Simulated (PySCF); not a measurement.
Kr²⁺ (krypton, charge +2) across methods

[Ar] 3d10 4s2 4p3 5s1, high-spin 5S determinant (an excited configuration). Calculation: PySCF 2.14, in aug-cc-pVDZ-PP with ECP10MDF (5s4p3d, 32 functions); a scalar-relativistic core potential.

| method | E (hartree) | mean ε 4s β (eV) | mean ε 4p α (eV) | mean ε 5s α (eV) | Σ⟨r²⟩ (bohr²) | ⟨S²⟩ |
| --- | --- | --- | --- | --- | --- | --- |
| r2SCAN | -461.3456 | -49.252 | -37.832 | -15.194 | 36.89 | 6.000 |
| TPSS | -461.3994 | -48.747 | -37.222 | -15.032 | 36.77 | 6.000 |
| PBE0 | -461.4651 | -50.342 | -38.824 | -15.791 | 36.66 | 6.000 |
| UHF | -460.21328 | -53.082 | -43.590 | -17.161 | 37.44 | 6.000 |
| B3LYP | -461.5561 | -50.534 | -38.262 | -15.705 | 36.59 | 6.000 |
| r2SCAN0 | -461.3529 | -50.587 | -39.431 | -15.790 | 36.89 | 6.000 |
| PBE | -461.4945 | -48.888 | -36.938 | -15.215 | 36.50 | 6.000 |
| LDA | -460.8467 | -49.470 | -36.949 | -15.472 | 36.37 | 6.000 |
| BP86 | -461.6610 | -49.200 | -36.998 | -15.409 | 36.49 | 6.000 |

Energies and moments cover only the electrons outside the core potential. The outer electron is Rydberg-like, and this basis confines it to a smaller radius and binds it less than a complete one would.
